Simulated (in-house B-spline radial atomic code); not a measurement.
Values are calculated unless marked as measured or tabulated.
## Making a Troullier-Martins s channel for Cr, r_c = 2.06 bohr

Cr, [Ar] 3d5 4s1, non-relativistic LDA (VWN5), spherical and spin-unpolarised, from a B-spline radial code for spherical atoms (atomic units). The all-electron 4s level is ε = -0.150445 hartree, its outermost node lies just inside 1.15 bohr and its outer maximum at 2.75 bohr.

Inside r_c the pseudo-orbital is u(r) = r^1 exp(p(r)), with p = c0 + c2 r² + c4 r⁴ + … + c12 r¹². The seven coefficients follow from p and its first four derivatives at r_c, from zero curvature of the screened potential at the origin, c4 = −c2²/(2l + 5), and from the norm inside r_c. At r_c the all-electron orbital has P = 0.502354, P' = 0.2630254, the screened potential V = -0.6725896, V' = 0.7313039, V'' = -1.25596, and the norm inside is Q = 0.1277481.

(1) What are p, p' and p'' at r_c?

For a trial c2 the five matching conditions are linear in c0, c6, c8, c10 and c12, and c2 is varied until the norm inside r_c equals Q. The root nearest zero gives:

| n | c_n |
| --- | --- |
| 0 | -1.863405 |
| 2 | -0.01708384 |
| 4 | -5.83715e-05 |
| 6 | 0.08212886 |
| 8 | -0.03729449 |
| 10 | 0.006104536 |
| 12 | -0.0003522261 |

(2) Check c4 and p(r_c), and find the screened pseudopotential at the origin.

Orbitals and screened potentials:

```json
{"r (bohr)": "0.206", "P": "0.1495", "u": "0.03194", "V all-electron": "-64.62", "V pseudo": "-0.1987"}
{"r (bohr)": "0.515", "P": "-0.1866", "u": "0.07965", "V all-electron": "-14.52", "V pseudo": "-0.1039"}
{"r (bohr)": "0.824", "P": "-0.2111", "u": "0.1287", "V all-electron": "-5.64", "V pseudo": "0.2444"}
{"r (bohr)": "1.133", "P": "-5.856e-05", "u": "0.1885", "V all-electron": "-2.72", "V pseudo": "0.6723"}
{"r (bohr)": "1.442", "P": "0.2244", "u": "0.2772", "V all-electron": "-1.539", "V pseudo": "0.5507"}
{"r (bohr)": "1.751", "P": "0.3939", "u": "0.3972", "V all-electron": "-0.9753", "V pseudo": "-0.3669"}
{"r (bohr)": "2.06", "P": "0.5024", "u": "0.5024", "V all-electron": "-0.6726", "V pseudo": "-0.6726"}
```

Logarithmic derivatives P'/P at R = 2.36 bohr, for energies E around ε:

```csv
E − ε (hartree),all-electron,pseudo
-0.5,0.796616,0.783936
-0.25,0.535063,0.530864
-0.1,0.356219,0.355399
0,0.225262,0.22526
0.1,0.0829399,0.0818273
0.25,-0.156824,-0.165871
0.5,-0.654784,-0.716364
```

(3) With P(R) = 0.559711 and a norm of 0.213523 inside R, what slope in energy does norm conservation fix?

Answers

(1) p = ln(P/r_c^1) = ln(0.502354/2.06) = -1.41116. p' = P'/P − 1/r_c = 0.52359 − 0.48544 = 0.03815. The radial equation gives p'' = 2(V − ε) − 2(1) p'/r_c − p'² = -1.04429 − (0.03704) − 0.00146 = -1.08278. Differentiating, p''' = 2V' + 2(1)p'/r_c² − 2(1)p''/r_c − 2p'p'' = 2.6144, and p'''' = 2V'' − 4(1)p'/r_c³ + 4(1)p''/r_c² − 2(1)p'''/r_c − 2p''² − 2p'p''' = -8.6326.

(2) −c2²/5 = -5.83715e-05, as listed. The terms c_n r_c^n are -1.86340, -0.07250, -0.00105, 6.27623, -12.09435, 8.40088, -2.05697, which sum to -1.41116. Inverting the radial equation, V_l(r) = ε + 1 p'/r + (p'' + p'²)/2, so V_l(0) = ε + (2l + 3) c2 = -0.150445 + 3 × (-0.0170838) = -0.2017 hartree, finite where the all-electron potential diverges.

(3) d(P'/P)/dE = −2 × (norm inside R)/P(R)² = -1.3632 per hartree·bohr at E = ε, for both atoms, since orbital and norm agree at R. Differences over ±0.1 hartree give -1.3664 (all-electron) and -1.3679 (pseudo), which also hold third-order terms. Half a hartree below ε the two curves differ by -0.0127.
